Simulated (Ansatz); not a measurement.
`[CH3][Ga]([F])[TeH]` + H₂Se → `[CH3][Ga]([F])[SeH]` + H₂Te at 400 K and 1 bar (ligand exchange at a Ga–Te bond).

Calculated with Ansatz (gas phase, PBE0-D4/def2-TZVP geometries, no zero-point term in ΔE). CCSD(T)/CBS is the MP2 limit (def2-TZVPP, def2-QZVPP) plus CCSD(T) − MP2 in def2-TZVPP, frozen cores. Elements past krypton have def2 core potentials. For Ga, Se, Te outer-core shells are correlated without core-valence functions, which leaves a few kJ/mol of doubt a bond. Scalar relativity is left out up to krypton. One conformer a species, not always the lowest.

```
              species  CCSD(T)/CBS energy (Eh)  H − E (kJ/mol)  S (J/(mol·K))
`[CH3][Ga]([F])[TeH]`              -2332.00814           151.5          413.9
                 H₂Se              -2401.89790            49.4          229.5
`[CH3][Ga]([F])[SeH]`              -4464.99266           153.8          402.7
                 H₂Te               -268.91024            45.0          239.1
```

H − E and S are ideal-gas, rigid-rotor, harmonic terms from PBE0-D4/def2-TZVP, for one conformer and one mirror image of each species. 1 Eh = 2625.50 kJ/mol, R = 8.31446 J/(mol·K).

Question: By hand: ΔE, ΔH, ΔS and ΔG.

Answer: ΔE = (-4464.99266) + (-268.91024) − (-2332.00814) − (-2401.89790) = 0.00314 Eh = 8.2 kJ/mol. Δ(H − E) = 153.8 + 45.0 − 151.5 − 49.4 = -2.1, so ΔH = 6.1 kJ/mol. ΔS = 402.7 + 239.1 − 413.9 − 229.5 = -1.6 J/(mol·K). ΔG = 6.1 − 400 × (-1.6)/1000 = 6.7 kJ/mol.

Question: By hand: the equilibrium constant, and the temperature at which ΔG would vanish if ΔH and ΔS stayed fixed.

Answer: log₁₀ K = −ΔG/(RT ln 10) = -0.9. ΔH and −TΔS have one sign here, so there is no such temperature. One of them is within its doubt of zero, so this could turn.

The number of gas molecules stays the same, so ΔS is small and ΔH decides. A doubt of 5 kJ/mol in ΔE shifts log₁₀ K by 0.7 here. Other conformers and mirror images would add mixing entropy, several J/(mol·K) or more a flexible species. Modes under 60 cm⁻¹, often nearly free rotors, make the harmonic entropy too high. These are equilibria of isolated gas molecules and say nothing of rates. Largest T1 diagnostic: 0.012 (customary marks: 0.02 for closed shells, 0.045 for open ones).
